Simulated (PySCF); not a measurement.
**How methods differ on the ionisation energy of Pd²⁺**

Pd²⁺ [Kr] 4d8 (3F) → Pd³⁺ [Kr] 4d7 (4F), as a difference of total energies. All numbers are calculated (PySCF 2.14, scalar relativity through the core potential, in def2-QZVPPD with the def2 core potential (28 electrons) (7s5p4d4f2g, 88 functions)). Correlated levels: valence: 4s2 4p6 frozen. The calculations carry no spin-orbit coupling.

Question: Order these methods by the ionisation energy they give, lowest first.
A. CCSD (valence)
B. UHF
C. MP2 (valence)
D. SCS-MP2 (valence)

Answer: B (31.166 eV), A (32.665 eV), C (32.843 eV), D (32.871 eV).

The reference lies between the lowest fine-structure levels, while these numbers refer to the centres of the terms.

Errors of the correlated levels include the incompleteness of this basis and the frozen core.

For comparison: 32.93 eV (semi-empirical (NIST evaluation); NIST Atomic Spectra Database, ionization energies).
